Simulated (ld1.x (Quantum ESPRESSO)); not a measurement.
Au (Z = 79), PAW: configuration errors across variants

```
Element                 : gold
Generator               : ld1.x (Quantum ESPRESSO) 7.5
Type                    : PAW
Functional              : PBE
Relativity              : scalar-relativistic
Frozen core             : [Kr] 4d10 4f14
Valence charge          : 19
Reference configuration : 5s2 5p6 5d10 6s1 6p0
Partial waves           : 5s (bound): rcut 1.60, rcutus 1.70 bohr; 6s (bound): rcut 1.60, rcutus 1.70 bohr; 5p (bound): rcut 1.45, rcutus 1.70 bohr; 6p (bound, empty): rcut 1.45, rcutus 1.70 bohr; 5d (bound): rcut 1.55, rcutus 1.85 bohr; 5d channel at 4.5 Ry: rcut 1.55, rcutus 1.85 bohr
Local potential         : all-electron potential smoothed inside 1.40 bohr (lloc = -1)
Core correction         : a·sin(br)/r model core, default radius (ld1.x builds one for every PAW set, though the input has nlcc=.false.)
Augmentation charge     : PSQ, inside the norm-conserving radii
```

All-electron excitation energies from the reference (eV): (1) 5s2 5p6 5d10 6s0 6p0 9.409; (2) 5s2 5p6 5d9 6s0 6p0 30.617; (3) 5s2 5p6 5d8 6s0 6p0 64.494; (4) 5s2 5p6 5d9 6s2 6p0 1.693; (5) 5s1 5p6 5d10 6s1 6p0 115.231; (6) 5s2 5p6 5d9 6s1 6p1 7.497.

The default core radius of the base comes out at 0.74 bohr.

The overlap operator is not positive definite (basis up to 400 Ry) in “base”, “waves 5d (bound): rcut 1.52, rcutus 1.62 bohr; 5d channel at 4.5 Ry: rcut 1.52, rcutus 1.62 bohr”, “wave 5d channel at 4.5 Ry: rcut 1.55, rcutus 1.85 bohr becomes 5d channel at -0.4 Ry: rcut 1.55, rcutus 1.85 bohr”, “core correction a·sin(br)/r model core inside 0.98 bohr”, “local potential all-electron potential smoothed inside 1.12 bohr (lloc = -1)”, “waves 5p (bound): rcut 1.45, rcutus 1.76 bohr; 6p (bound): rcut 1.45, rcutus 1.76 bohr”, “augmentation BESSEL, radius 1.35 bohr”. Such files are unfit for use, however small their errors in these radial tests.

4 further variants failed, have other tests or another functional or relativity, and are left out.

A true bound ghost makes a file unfit for plane-wave use even where its test errors are small: the radial tests pick states by their node count and pass the ghost by.

Errors AE − PS in meV (a dash: test not solved or not reliable):

| change | (1) | (2) | (3) | (4) | (5) | (6) | bound ghosts |
| --- | --- | --- | --- | --- | --- | --- | --- |
| base | -2.5 | -5.5 | -5.7 | +9.5 | -38 | +3.7 | not determined (overlap not positive) |
| waves 5d (bound): rcut 1.52, rcutus 1.62 bohr; 5d channel at 4.5 Ry: rcut 1.52, rcutus 1.62 bohr | -2.1 | -4.3 | -14 | +4.9 | -109 | +1.6 | not determined (overlap not positive) |
| wave 5d channel at 4.5 Ry: rcut 1.55, rcutus 1.85 bohr becomes 5d channel at -0.4 Ry: rcut 1.55, rcutus 1.85 bohr | -2.2 | -3.3 | +6.5 | +13 | -10 | +5.3 | not determined (overlap not positive) |
| core correction a·sin(br)/r model core inside 0.98 bohr | -3.0 | -5.9 | -5.5 | +9.9 | -41 | +3.7 | not determined (overlap not positive) |
| local potential all-electron potential smoothed inside 1.12 bohr (lloc = -1) | -2.3 | -1.8 | +13 | -4.4 | – | – | s (p, d not tested, overlap not positive) |
| waves 5p (bound): rcut 1.45, rcutus 1.76 bohr; 6p (bound): rcut 1.45, rcutus 1.76 bohr | -2.7 | -5.4 | -4.8 | +8.8 | -30 | +3.8 | not determined (overlap not positive) |
| augmentation BESSEL, radius 1.35 bohr | -2.5 | -6.1 | -13 | +8.3 | -80 | +2.8 | not determined (overlap not positive) |

(1) Give the same row for: type RRKJ; waves now 5s (bound): rc 1.70 bohr; 5d (bound): rc 1.85 bohr; 5p (bound): rc 1.70 bohr; local potential the p channel; core correction none.

Results:

(1) -1249, -1720, -2275, +1136, -530, +257; bound ghosts: none.
